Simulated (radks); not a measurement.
Problem. Hg12+, configuration [Xe] 4f14. Method: non-relativistic Kohn-Sham, TPSS, spin-polarised, spherical densities, point nucleus; meta-GGA in the generalised Kohn-Sham scheme; relativity is left out, which matters for an element this heavy; computed with a radial shooting solver on a logarithmic mesh with Libxc functionals. Some entries of the table are withheld. Estimate them.

orbital  occ.  eigenvalue (hartree)  r(max) (bohr)  <r^2> (bohr^2)
1s          2             -2766.935        0.01256       0.0004782
2s          2             -470.0839        0.06821        0.007431
2p          6             -452.3719            (1)        0.005482
3s          2             -116.9709         0.1861         0.04586
3p          6             -108.6144         0.1750         0.04221
3d         10             -93.09019         0.1376         0.03248
4s          2             -31.45599         0.4142          0.2181
4p          6             -27.81897         0.4132          0.2232
4d         10             -21.14252         0.4051          0.2330
4f         14                   (2)         0.3603          0.2564
5s          2                   (3)         0.8889          0.9766
5p          6              -9.68487         0.9269           1.080

Solution. 
(1) 2p r(max) (bohr): 0.05291
(2) 4f eigenvalue (hartree): -12.16468
(3) 5s eigenvalue (hartree): -10.97691
